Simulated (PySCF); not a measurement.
## Electronic structure of [CrF6]-

[CrF6]- holds Cr(V), d1, at total charge -1. The structure is a PBE0-D3(BJ)/def2-SVP geometry optimised for multiplicity 2; coordination octahedral, point group Oh, metal–donor distances 1.75 Å.

The d shell alone is too small an active space for [CrF6]- (an active orbital has only 0.65 squared overlap with the free ion's shell): its levels, fitted parameters, g values and moments show what this model gives and aren't sound predictions.

```
7

Cr    0.0000    0.0000    0.0000
F     0.0000    0.0000    1.7452
F     0.0000    0.0000   -1.7452
F     1.7452    0.0000    0.0000
F    -1.7452    0.0000    0.0000
F     0.0000    1.7452    0.0000
F     0.0000   -1.7452    0.0000
```

Method (PySCF 2.14, density fitting): CASSCF(1,5) with orbitals averaged over all microstates of the shell, strongly contracted NEVPT2 on the averaged canonical orbitals; basis x2c-TZVPall on the metal, x2c-SVPall elsewhere; spin-free X2C; IEF-PCM dichloromethane; spin-orbit coupling by state interaction with the mean-field operator over all roots.

## Spin-free states

```tsv
2S+1	deg.	symmetry	free-ion term	CASSCF / cm⁻¹	NEVPT2 / cm⁻¹	f(ED)	occupations
2	3	2T2g	2D 1.00	0	0	–	0.3 0.3 0.3 0.0 0.0
2	2	2Eg	2D 1.00	28083	32010	0	0.0 0.0 0.0 0.5 0.5
```

Energies are counted from the ground state at NEVPT2 level. Weights follow the labels. f(ED) is the electric-dipole oscillator strength from the ground state at the fixed geometry, without vibronic coupling; occupations, where given, run over the ligand-field orbitals from the lowest.

Ligand-field fit:

```csv
cm⁻¹,CASSCF,NEVPT2
10Dq,28083,32010
```

```json
{"orbital": "1", "CASSCF / cm⁻¹": "0", "NEVPT2 / cm⁻¹": "0", "metal share": "0.89", "main function": "degenerate set"}
{"orbital": "2", "CASSCF / cm⁻¹": "0", "NEVPT2 / cm⁻¹": "0", "metal share": "0.89", "main function": "degenerate set"}
{"orbital": "3", "CASSCF / cm⁻¹": "0", "NEVPT2 / cm⁻¹": "0", "metal share": "0.89", "main function": "degenerate set"}
{"orbital": "4", "CASSCF / cm⁻¹": "28083", "NEVPT2 / cm⁻¹": "32010", "metal share": "0.72", "main function": "degenerate set"}
{"orbital": "5", "CASSCF / cm⁻¹": "28083", "NEVPT2 / cm⁻¹": "32010", "metal share": "0.72", "main function": "degenerate set"}
```

ζ = 262 cm⁻¹, against 360 for the free ion.

Spin-orbit levels:

| E / cm⁻¹ | deg. | make-up | g (S′ = 1/2) |
| --- | --- | --- | --- |
| 0.0 | 4 | 1.00 2T2g | – |
| 445.1 | 2 | 1.00 2T2g | 1.91 1.91 1.91 |
| 32163.6 | 4 | 1.00 2Eg | – |

## Magnetism

Degenerate or low-lying orbital states mix with the ground state, so no spin-only Hamiltonian applies. The lowest spin-orbit level is 4-fold; the next lies at 445.1 cm⁻¹. μeff is 1.55 μB at 300 K and 0.31 μB at 10 K; the spin-only value is 1.73 μB.

```
T / K  χT / cm³ K mol⁻¹  μeff / μB
    2             0.003       0.16
    5             0.006       0.23
   10             0.012       0.31
   20             0.023       0.43
   30             0.034       0.53
   50             0.057       0.67
   75             0.085       0.82
  100             0.113       0.95
  150             0.168       1.16
  200             0.218       1.32
  250             0.262       1.45
  300             0.300       1.55
```

Powder magnetisation at 2 K: 0.00 μB at 0.5 T, 0.00 μB at 1 T, 0.01 μB at 2 T, 0.01 μB at 3 T, 0.01 μB at 5 T, 0.02 μB at 7 T.

Charge-transfer states lie outside this active space and may come lower than some of these levels. The ground state is orbitally degenerate in this regular structure, which would distort (Jahn–Teller), so its moment is that of the undistorted model. NEVPT2 lifts 2Eg from 28083 to 32010 cm⁻¹; on the d shell alone it tends to overshoot states that fill the eg-type orbitals. NEVPT2 on the d shell alone tends to put d–d bands too high for such charged or covalently bound ions.

The job took 16 s on one thread of Arm Neoverse N1 (shared host), with 132 basis functions, launched as `OMP_NUM_THREADS=1 python lf_run.py task.json out`.
